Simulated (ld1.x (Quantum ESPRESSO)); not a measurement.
phosphorus (P): one change to a TM potential, before and after

| Quantity | Value |
| --- | --- |
| Element | phosphorus |
| Generator | ld1.x (Quantum ESPRESSO) 7.5 |
| Type | norm-conserving Troullier–Martins (Kleinman–Bylander form) |
| Functional | PBE |
| Relativity | scalar-relativistic |
| Frozen core | [Ne] |
| Valence charge | 5 |
| Reference configuration | 3s2 3p3 |
| Partial waves | 3s (bound): rc 1.75 bohr; 3p (bound): rc 1.40 bohr; 3d channel at -0.15 Ry: rc 1.55 bohr |
| Local potential | all-electron potential smoothed inside 1.20 bohr (lloc = -1) |
| Core correction | a·sin(br)/r model core inside 1.40 bohr |

Change: wave 3p (bound): rc 1.40 bohr becomes 3p (bound): rc 1.48 bohr.

Cutoffs: the cutoffs (Ry, on a coarse ladder) from which the occupation-weighted sum of valence levels, in a spherical-Bessel basis at the reference potential, stays within 10 and 1 mRy of its value at 400 Ry; they do not see the model core or the augmentation charge, which bear on the density cutoff. Errors are all-electron minus pseudo energies relative to the spin-unpolarised reference configuration.

Task: What does the change do?

Result: The potential gets softer (35 Ry and 60 Ry → 21 Ry and 50 Ry); of the 7 tests that both files solve, the error grows in 1 and shrinks in 1 by more than 15 % and 0.3 meV (median size 3.0 → 3.0 meV); neither file shows a bound ghost. A larger radius leaves more room for a smooth pseudo-wave, so fewer plane waves are needed.

| quantity | base | changed |
| --- | --- | --- |
| cutoff, loose | 35 Ry | 21 Ry |
| cutoff, tight | 60 Ry | 50 Ry |
| bound ghosts | none | none |
| error for 3s2 3p2, meV [ΔE 9.73 eV] | +3.0 | +3.0 |
| error for 3s2 3p1, meV [ΔE 28.88 eV] | +19 | +20 |
| error for 3s2 3p0, meV [ΔE 58.62 eV] | +59 | +63 |
| error for 3s2 3p2.5, meV [ΔE 3.77 eV] | +0.5 | +0.5 |
| error for 3s2 3p3.3, meV [ΔE -1.31 eV] | +0.2 | +0.2 |
| error for 3s1 3p3, meV [ΔE 18.85 eV] | +3.9 | +3.1 |
| error for 3s1 3p4, meV [ΔE 8.53 eV] | -1.1 | -1.6 |
| s: phases at 1.89 bohr within 0.05 rad from the reference energy up to (Ry; the scan ends near 5) | 2.1 | 2.1 |
| p: phases at 1.89 bohr within 0.05 rad from the reference energy up to (Ry; the scan ends near 5) | 3.9 | 4.1 |
| d: phases at 1.89 bohr within 0.05 rad from the reference energy up to (Ry; the scan ends near 5) | to the end of the scan | to the end of the scan |
